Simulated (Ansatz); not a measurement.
```xyz
9

C    -0.981    1.110   -1.091
Ga   -0.398   -0.180    0.232
Cl   -1.719   -1.241    1.541
N     1.372   -0.592    0.473
C     2.104   -1.278    1.136
O     2.868   -1.914    1.741
H    -0.675    2.111   -0.780
H    -0.507    0.895   -2.050
H    -2.064    1.088   -1.203
```

Total charge 0; spin multiplicity 1.

Q: List the PBE/def2-TZVPP orbital energies in eV (Ansatz). (Estimate.)

A: The calculation gave: Occupied: -10094.62, -2738.84, -1234.48, -1094.21, -1094.10, -1094.07, -511.34, -380.89, -272.09, -269.46, -249.40, -190.08, -189.95, -189.92, -144.34, -98.97, -98.72, -98.62, -27.64, -23.16, -21.30, -20.90, -20.90, -20.83, -20.83, -19.64, -17.59, -13.43, -12.07, -11.23, -11.15, -10.62, -10.49, -9.87, -8.53, -8.06, -7.65, -7.31, -7.22. Lowest empty: -2.10, -1.57, 0.00, 0.57, 0.95, 1.09, 1.84, 1.88.
